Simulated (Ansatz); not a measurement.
B2As3⁻. The state is a singlet with charge -1. Geometry PBE-D4/def2-SVPD, basis def2-TZVPD, Ansatz.

Cartesian coordinates in Å:
```
B 0.680 -0.047 0.026
B -0.923 -0.706 -0.327
As -1.124 1.246 -0.329
As 0.866 1.483 1.194
As 0.500 -1.975 -0.563
```

| run | HOMO (eV) | LUMO (eV) |
| --- | --- | --- |
| A | -0.92 | 1.64 |
| B | -0.10 | 1.04 |
| C | -0.27 | 1.03 |
| D | -1.57 | 2.40 |

The structure comes from a short search, and lower isomers may exist.

**Question.** The runs used BHLYP, PBE, PBE0, r2SCAN. Estimate which is which.

**Answer.** A PBE0 (25 % exact exchange); B PBE (0 % exact exchange); C r2SCAN (0 % exact exchange); D BHLYP (50 % exact exchange). Exact exchange lowers occupied and raises empty levels; among semilocal functionals meta-GGAs tend to open the gap a little, and such runs are hard to tell apart. The gap grows from 1.14 eV (PBE) to 3.97 eV (BHLYP).
